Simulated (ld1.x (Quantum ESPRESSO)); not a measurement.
Which change was made? (I, TM semilocal)

* Element: iodine
* Generator: ld1.x (Quantum ESPRESSO) 7.5
* Type: norm-conserving Troullier–Martins (semilocal form)
* Functional: PW91
* Relativity: scalar-relativistic
* Frozen core: [Kr]
* Valence charge: 17
* Reference configuration: 4d10 5s2 5p4 (charge +1)
* Partial waves: 5s (bound): rc 1.65 bohr; 4d (bound): rc 1.50 bohr; 5p (bound): rc 2.10 bohr
* Local potential: the p channel
* Core correction: a·sin(br)/r model core inside 0.80 bohr

Cutoffs, loose and tight: the cutoffs (Ry, on a coarse ladder) from which the occupation-weighted sum of valence levels, in a spherical-Bessel basis at the reference potential, stays within 10 and 1 mRy of its value at 400 Ry. They do not see the model core or the augmentation charge, which bear on the density cutoff. Test errors are all-electron minus pseudo excitation energies from the reference, over the configurations 4d10 5s2 5p5; 4d10 5s2 5p3; 4d10 5s2 5p2; 4d10 5s2 5p5.3; 4d10 5s1 5p6; 4d9 5s2 5p5; 4d10 5s2 5p1; variants that change the core or the reference have their own tests.

The base gives: outcome: generated; cutoff, loose: 100 Ry; cutoff, tight: 160 Ry; bound ghosts: none; largest test error (meV): -363.

(1) After one change the result is: outcome: generated; cutoff, loose: 90 Ry; cutoff, tight: 140 Ry; bound ghosts: none; largest test error (meV): -231. Which change was it?
A. all radii but the core radius scaled by about 1.14 (s 1.88, p 2.40, d 1.72 bohr)
B. all radii but the core radius scaled by about 0.80 (s 1.32, p 1.70, d 1.20 bohr)
C. all radii but the core radius scaled by about 1.39 (s 2.30, p 2.92, d 2.08 bohr)

## Answers

(1) A. The others give: all radii but the core radius scaled by about 0.80 (s 1.32, p 1.70, d 1.20 bohr) → outcome: generated; cutoff, loose: 120 Ry; cutoff, tight: 230 Ry; bound ghosts: none; largest test error (meV): -112 | all radii but the core radius scaled by about 1.39 (s 2.30, p 2.92, d 2.08 bohr) → outcome: generated; cutoff, loose: 70 Ry; cutoff, tight: 120 Ry; bound ghosts: none; largest test error (meV): +185.
